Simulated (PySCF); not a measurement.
## MgBe: frontier orbitals

HSE06 at R = 3.063 Å; Mg 6-311G(d,p), Be 6-311G(d,p); no relativity (PySCF 2.14). State: ¹Σ⁺ (singlet), closed shell. Only the outer orbitals are listed, counted within each symmetry.

```
orbital  occ.  ε (eV)  on Mg (%)   main shells (%)
     1π     2  -50.35        100          100 Mg p
     1π     2  -50.35        100          100 Mg p
     4σ     2  -50.33        100          100 Mg p
     5σ     2   -6.76         31  66 Be s, 28 Mg s
     6σ     2   -4.63         65  62 Mg s, 28 Be s
     7σ     0   -2.00         42  55 Be p, 35 Mg p
     2π     0   -1.95         39  61 Be p, 38 Mg p
     2π     0   -1.95         39  61 Be p, 38 Mg p
```

**Question.** Which are the highest filled and the lowest empty level, where do they sit, and how wide is the gap?

**Answer.** Highest filled 6σ at -4.63 eV (in %: 62 Mg s, 28 Be s); lowest empty 7σ at -2.00 eV (in %: 55 Be p, 35 Mg p); the gap at HSE06 is 2.63 eV.

```json
{"bond order (Mayer)": "0.52", "⟨S²⟩": "0.000", "charge on Mg (Mulliken, basis-dependent)": "0.06", "charge on Mg (Löwdin, basis-dependent)": "0.01", "dipole moment (positive dipole means Mg(−)Be(+))": "-0.54 D"}
```

Closed-shell solutions of metal pairs were not tested for spin polarisation, which can lower them a little.
